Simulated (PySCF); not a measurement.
PySCF job for C2H6O2Te, SMILES CO[Te]OC, PBE0-D3(BJ)/def2-SVP. Geometry optimised at PBE0-D3(BJ)/def2-SVP. The def2 effective core potentials stand for the cores of Te; spin–orbit coupling is left out. The values are those of a single conformer.

```python
import numpy as np
from pyscf import gto, scf, dft, df
from pyscf.hessian import thermo

mol = gto.M(
    atom='''
    Te    0.00000000   -0.00000000    0.67878715
    O    -1.33894887    0.66000969   -0.63213273
    C    -2.09079947   -0.30410178   -1.33079314
    H    -2.68869684   -0.94608925   -0.65858200
    H    -2.78016048    0.24359947   -1.99344907
    H    -1.45369167   -0.95505619   -1.95461407
    O     1.33894886   -0.66000969   -0.63213274
    C     2.09079946    0.30410178   -1.33079315
    H     2.68869684    0.94608925   -0.65858202
    H     2.78016047   -0.24359947   -1.99344909
    H     1.45369165    0.95505618   -1.95461408
    ''',
    basis='def2-SVP',
    ecp={'Te': 'def2-svp'},
    charge=0,
    spin=0,
    max_memory=1600,
    verbose=3,
)
mf = dft.RKS(mol, xc='pbe0').density_fit(auxbasis='def2-universal-jkfit')
mf.disp = 'd3bj'
mf.grids.level = 3
mf.conv_tol = 1e-11
mf.max_cycle = 100
mf.kernel()

# [left out here: the lines that compute and print the analytic Hessian (its translational invariance restored by hand, since the grid's response is missing), thermochemistry and intensities]
```

It prints:

```
[...]
       8   H                 0.09 -0.02 -0.08   -0.03  0.03  0.02   -0.03  0.03  0.02
       9   H                 0.07 -0.12  0.01    0.09  0.15 -0.07    0.09  0.14 -0.07
      10   H                 0.17 -0.00 -0.16   -0.01  0.03  0.01   -0.02  0.02  0.02
Mode                                 9                  10                  11
Irrep
Freq [cm^-1]                     1099.8670           1112.5119           1170.0410
Reduced mass [au]                   8.4968              7.5745              1.2909
Force const [Dyne/A]                6.0560              5.5235              1.0412
Char temp [K]                    1582.4637           1600.6569           1683.4286
Normal mode                   x     y     z       x     y     z       x     y     z
       0  Te                 0.00 -0.00  0.00    0.00 -0.00 -0.00    0.00 -0.00 -0.00
       1   O                -0.08 -0.07 -0.07    0.08  0.07  0.07    0.02 -0.01 -0.03
       2   C                 0.08  0.09  0.07   -0.08 -0.08 -0.07   -0.06  0.02  0.06
       3   H                 0.03  0.08  0.03   -0.02 -0.09 -0.03   -0.06 -0.29 -0.23
       4   H                 0.06  0.07  0.07   -0.07 -0.09 -0.08    0.10 -0.06 -0.17
       5   H                 0.00  0.05  0.01    0.01 -0.05 -0.00    0.29  0.30  0.14
       6   O                -0.08 -0.07  0.07   -0.08 -0.07  0.07    0.02 -0.01  0.03
       7   C                 0.08  0.09 -0.07    0.08  0.08 -0.07   -0.06  0.02 -0.06
       8   H                 0.03  0.08 -0.03    0.02  0.09 -0.03   -0.06 -0.29  0.23
       9   H                 0.06  0.07 -0.07    0.07  0.09 -0.08    0.10 -0.06  0.17
      10   H                 0.00  0.05 -0.01   -0.01  0.05 -0.00    0.29  0.30 -0.14
Mode                                12                  13                  14
Irrep
Freq [cm^-1]                     1171.0237           1181.0208           1181.1902
Reduced mass [au]                   1.2880              1.3684              1.3474
Force const [Dyne/A]                1.0406              1.1245              1.1076
Char temp [K]                    1684.8424           1699.2260           1699.4697
Normal mode                   x     y     z       x     y     z       x     y     z
       0  Te                 0.00 -0.00  0.00    0.00  0.00 -0.00   -0.00 -0.00 -0.00
       1   O                 0.02 -0.01 -0.03   -0.01  0.05 -0.01   -0.01  0.04 -0.02
       2   C                -0.06  0.01  0.07    0.03 -0.08  0.03    0.02 -0.08  0.05
       3   H                -0.11 -0.30 -0.26   -0.24 -0.02 -0.15   -0.25 -0.07 -0.19
       4   H                 0.14  0.00 -0.14    0.21  0.34  0.20    0.23  0.34  0.18
       5   H                 0.27  0.30  0.10   -0.16 -0.02 -0.23   -0.10  0.04 -0.21
       6   O                -0.02  0.01 -0.03    0.01 -0.05 -0.01   -0.01  0.04  0.02
       7   C                 0.06 -0.01  0.07   -0.03  0.08  0.03    0.02 -0.08 -0.05
       8   H                 0.11  0.30 -0.26    0.24  0.02 -0.15   -0.25 -0.07  0.19
       9   H                -0.14 -0.00 -0.14   -0.21 -0.34  0.20    0.23  0.34 -0.18
      10   H                -0.27 -0.30  0.10    0.16  0.02 -0.23   -0.10  0.04  0.21
Mode                                15                  16                  17
Irrep
Freq [cm^-1]                     1449.2665           1449.9084           1456.3969
Reduced mass [au]                   1.0982              1.1049              1.0587
Force const [Dyne/A]                1.3590              1.3685              1.3231
Char temp [K]                    2085.1718           2086.0954           2095.4309
Normal mode                   x     y     z       x     y     z       x     y     z
       0  Te                 0.00 -0.00 -0.00    0.00 -0.00  0.00    0.00 -0.00  0.00
       1   O                -0.01 -0.00 -0.01   -0.01 -0.00 -0.01    0.00  0.00  0.01
       2   C                -0.05 -0.02 -0.02   -0.05 -0.02 -0.03   -0.01  0.02  0.04
       3   H                 0.35 -0.04  0.30    0.34 -0.05  0.28    0.18 -0.15  0.03
       4   H                 0.30  0.35 -0.06    0.27  0.38 -0.01    0.25 -0.14 -0.36
       5   H                 0.10  0.02  0.09    0.13 -0.00  0.13   -0.35 -0.04 -0.28
       6   O                -0.01 -0.00  0.01    0.01  0.00 -0.01   -0.00 -0.00  0.01
       7   C                -0.05 -0.02  0.02    0.05  0.02 -0.03    0.01 -0.02  0.04
       8   H                 0.35 -0.04 -0.30   -0.34  0.05  0.28   -0.18  0.15  0.03
       9   H                 0.30  0.35  0.06   -0.27 -0.38 -0.01   -0.25  0.14 -0.36
      10   H                 0.10  0.02 -0.09   -0.13  0.00  0.13    0.35  0.04 -0.28
Mode                                18                  19                  20
Irrep
Freq [cm^-1]                     1456.9555           1477.9122           1481.7484
Reduced mass [au]                   1.0680              1.0516              1.0570
Force const [Dyne/A]                1.3357              1.3534              1.3673
Char temp [K]                    2096.2346           2126.3867           2131.9060
Normal mode                   x     y     z       x     y     z       x     y     z
       0  Te                 0.00 -0.00 -0.00    0.00 -0.00 -0.00   -0.00  0.00 -0.00
       1   O                -0.00 -0.01 -0.01   -0.00 -0.01  0.00    0.00  0.01 -0.00
       2   C                -0.00 -0.02 -0.04   -0.00 -0.04  0.01    0.01  0.04 -0.01
       3   H                -0.14  0.15  0.00   -0.13  0.36  0.24    0.11 -0.35 -0.26
       4   H                -0.22  0.18  0.36    0.04 -0.12 -0.12   -0.05  0.09  0.11
       5   H                 0.36  0.04  0.29    0.14  0.39 -0.27   -0.15 -0.38  0.26
       6   O                -0.00 -0.01  0.01   -0.00 -0.01 -0.00   -0.00 -0.01 -0.00
       7   C                -0.00 -0.02  0.04   -0.00 -0.04 -0.01   -0.01 -0.04 -0.01
       8   H                -0.14  0.15 -0.00   -0.13  0.36 -0.24   -0.11  0.35 -0.26
       9   H                -0.22  0.18 -0.36    0.04 -0.12  0.12    0.05 -0.09  0.11
      10   H                 0.36  0.04 -0.29    0.14  0.39  0.27    0.15  0.38  0.26
Mode                                21                  22                  23
Irrep
Freq [cm^-1]                     3013.2623           3015.3264           3101.9711
Reduced mass [au]                   1.0322              1.0327              1.1065
Force const [Dyne/A]                5.5219              5.5322              6.2730
Char temp [K]                    4335.4136           4338.3834           4463.0458
Normal mode                   x     y     z       x     y     z       x     y     z
       0  Te                 0.00 -0.00  0.00   -0.00 -0.00  0.00   -0.00  0.00 -0.00
       1   O                -0.00 -0.00 -0.00   -0.00 -0.00 -0.00    0.00 -0.00 -0.00
       2   C                -0.02 -0.03 -0.01   -0.02 -0.03 -0.01   -0.04 -0.00  0.05
       3   H                 0.26  0.27 -0.30    0.26  0.27 -0.30    0.24  0.26 -0.29
       4   H                 0.19 -0.16  0.18    0.19 -0.16  0.18   -0.06  0.04 -0.04
       5   H                -0.24  0.23  0.23   -0.24  0.23  0.23    0.29 -0.28 -0.26
       6   O                -0.00 -0.00  0.00    0.00  0.00 -0.00    0.00 -0.00  0.00
       7   C                -0.02 -0.03  0.01    0.02  0.03 -0.01   -0.04 -0.00 -0.05
       8   H                 0.26  0.27  0.30   -0.26 -0.27 -0.30    0.24  0.26  0.29
       9   H                 0.19 -0.16 -0.18   -0.19  0.16  0.18   -0.06  0.04  0.04
      10   H                -0.24  0.23 -0.23    0.24 -0.23  0.23    0.29 -0.28  0.26
Mode                                24                  25                  26
Irrep
Freq [cm^-1]                     3103.2257           3131.6567           3131.9982
Reduced mass [au]                   1.1066              1.1053              1.1054
Force const [Dyne/A]                6.2785              6.3870              6.3887
Char temp [K]                    4464.8509           4505.7567           4506.2481
Normal mode                   x     y     z       x     y     z       x     y     z
       0  Te                -0.00  0.00  0.00   -0.00  0.00 -0.00    0.00 -0.00 -0.00
       1   O                -0.00 -0.00  0.00    0.00  0.00  0.00    0.00  0.00  0.00
       2   C                 0.04  0.00 -0.05    0.04 -0.05  0.03    0.04 -0.04  0.03
       3   H                -0.24 -0.26  0.29    0.09  0.08 -0.10    0.09  0.08 -0.10
       4   H                 0.07 -0.05  0.05   -0.37  0.30 -0.36   -0.37  0.30 -0.36
       5   H                -0.28  0.28  0.26   -0.15  0.14  0.15   -0.16  0.15  0.15
       6   O                 0.00  0.00  0.00    0.00  0.00 -0.00   -0.00 -0.00  0.00
       7   C                -0.04 -0.00 -0.05    0.04 -0.04 -0.03   -0.04  0.05  0.03
       8   H                 0.24  0.26  0.29    0.09  0.08  0.10   -0.09 -0.08 -0.10
       9   H                -0.07  0.05  0.05   -0.37  0.30  0.36    0.37 -0.30 -0.36
      10   H                 0.28 -0.28  0.26   -0.15  0.14 -0.15    0.16 -0.15  0.15
temperature 298.1500 [K]
pressure 101325.00 [Pa]
Rotational constants [GHz] 3.43636 2.33199 1.55786
Symmetry number 2
Zero-point energy (ZPE) 0.08331 [Eh]   218723.325 [J/mol]
                           tot       elec      trans        rot        vib
Entropy [J/mol/K]       366.731      0.000    174.163    109.904     82.663
Cv [J/mol/K]             96.419      0.000     12.472     12.472     71.475
Cp [J/mol/K]            104.733      0.000     20.786     12.472     71.475
Internal energy [J/mol]                      3718.434   3718.434 231244.980
Internal energy [Eh]   -497.72604  -497.81695
Enthalpy [J/mol]                             6197.391   3718.434 231244.980
Enthalpy [Eh]          -497.72510
Gibbs free energy [J/mol]                  -45729.387 -29049.543 206598.923
Gibbs free energy [Eh] -497.76674
static polarisability / bohr^3: [[74.537  0.602  0.   ]
 [ 0.593 44.871 -0.   ]
 [-0.     0.    62.355]]
largest difference of analytic and finite-field dipole derivatives / e: 0.0012970295822187783
mode   freq/cm-1   IR/(km/mol)   Raman/(A^4/amu)   depolarisation
   1       63.14         0.471             3.173            0.676
   2      102.46         6.327             0.199            0.750
   3      117.66         0.703             0.206            0.745
   4      152.02         7.457             0.038            0.750
   5      229.06        11.061             1.395            0.220
   6      287.15         5.664             1.718            0.750
   7      299.94         5.811             2.691            0.099
   8      557.29        65.420            15.360            0.750
   9      573.68        14.873            29.636            0.106
  10     1099.87       210.492             2.319            0.750
  11     1112.51        74.200            10.795            0.280
  12     1170.04         0.723             2.348            0.750
  13     1171.02         2.319             3.197            0.743
  14     1181.02         7.712             5.395            0.084
  15     1181.19        11.245             0.284            0.750
  16     1449.27         3.344             2.985            0.750
  17     1449.91        10.857            18.317            0.609
  18     1456.40         0.189            33.690            0.745
  19     1456.96        26.748             4.088            0.750
  20     1477.91        14.874             1.046            0.750
  21     1481.75        11.715            28.745            0.734
  22     3013.26       113.888             0.525            0.750
  23     3015.33        27.493           314.374            0.022
  24     3101.97        21.301            46.135            0.750
  25     3103.23        36.564            73.173            0.737
  26     3131.66        27.077           221.688            0.750
  27     3132.00         4.468           130.202            0.270
max |gradient| / (hartree/bohr): 0.00010904434056279294
APT charges: [ 0.7448 -0.7426  0.4683 -0.0367 -0.0321 -0.0292 -0.7426  0.4683 -0.0367
 -0.0321 -0.0292]
```

The run converged.

Cost: around 4 core-minutes (rough).
